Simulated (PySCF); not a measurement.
## Structure from NMR data

The spectra below were simulated for a compound C₁₀H₁₅B.

¹H NMR (400 MHz, computed): δ 7.25 (br, 1H), 2.37 (d, J = 3.7 Hz, 1H), 1.70 (m, 1H), 1.65 (m, 1H), 1.61 (m, 1H), 1.60 (m, 1H), 1.54 (m, 1H), 1.54 (m, 1H), 1.38 (m, 1H), 1.36 (m, 1H), 1.36 (m, 1H), 1.26 (m, 1H), 1.08 (m, 1H), 0.77 (m, 1H), 0.52 (m, 1H).

¹³C{¹H} NMR (computed): δ 89.8 (C), 76.9 (CH), 29.6 (CH), 26.8 (CH2), 26.7 (CH), 26.7 (CH2), 26.2 (CH), 25.2 (CH2), 23.6 (CH2), 23.3 (CH2).

- σ from GIAO-HF/pcSseg-1
- spin–spin couplings from B3LYP/pcJ-1 (spin–dipole term only in couplings to heteroatoms)
- geometry from PBE0-D3(BJ)/def2-SVP
- code: PySCF 2.14
- non-relativistic, no solvent model, one computed conformer

References, each an isolated molecule treated in the same way: TMS for ¹H, ¹³C.

Question: What is the structure?

Answer: 
- 10 carbon signals for 10 carbons: no two carbons are equivalent.
- Carbon types of the structure: 1 × C, 4 × CH, 5 × CH2, leaving 1 H on heteroatoms.
- δC 89.8: alkyne carbon; the triple bond shields along its axis, which puts it between sp3 and sp2 carbons.
- δC 76.9: terminal alkyne carbon; the triple bond shields along its axis, which puts it between sp3 and sp2 carbons.
- δC 26.8, 26.7, 25.2, 23.6, 23.3: sp3 CH2 in a ring; aliphatic region, no heteroatom directly attached.
- δC 26.7: propargylic sp3 CH; a saturated carbon with 3 carbon neighbours and no heteroatom attached.
- δH 2.37: hydrogen on a terminal alkyne carbon; it lies on the axis of the triple bond, in its shielding cone.
- δH 1.70, 1.54: hydrogen on an sp3 CH bonded to B.
- δH 1.61: hydrogen on a propargylic sp3 CH.

The compound is `C#C[C@@H]1CC[C@H]2B[C@@H]1CCC2`.

The shifts were computed for this structure.

Hydrogens on boron are broadened and split by ¹¹B (spin 3/2, 80 %) and 10B (spin 3). A carbon bonded to boron is broadened by the quadrupolar boron nucleus and is often missing from a measured spectrum. Splittings below 1 Hz are ignored in the labels, and close J values are merged. Unscaled 3J(H,H) at this level run about 10 % above measured values. Shifts are as computed. Against solution values, carbons near 30 ppm lie about -0 ppm off and those near 130 ppm about +7 ppm. Of 1313 compounds with measured shifts, 239 miss one by over three times the rms of a fit or turn the order of signals round; such compounds aren't used in these exercises.
